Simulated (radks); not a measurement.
Problem. All-electron atom: Fe10+ in [Ne] 3s2 3p4. Method: Dirac Kohn-Sham, PBE, spin-unpolarised, spherical densities, finite nucleus; open shells fill j = l - 1/2 first; Fermi nuclear charge, rms radius 3.7377 fm; computed with a radial shooting solver on a logarithmic mesh with Libxc functionals. Some entries of the table are withheld. Estimate them.

orbital,occ.,eigenvalue (hartree),<1/r> (bohr^-1)
1s1/2,2,-266.7790,25.98
2s1/2,2,(1),5.604
2p1/2,2,(2),(3)
2p3/2,4,(4),(5)
3s1/2,2,(6),1.980
3p1/2,2,-10.31573,1.903
3p3/2,2,-10.23525,1.882

Solution. 
(1) 2s1/2 eigenvalue (hartree): -39.67333
(2) 2p1/2 eigenvalue (hartree): -35.55719
(3) 2p1/2 <1/r> (bohr^-1): 5.545
(4) 2p3/2 eigenvalue (hartree): -35.09528
(5) 2p3/2 <1/r> (bohr^-1): 5.447
(6) 3s1/2 eigenvalue (hartree): -11.58353
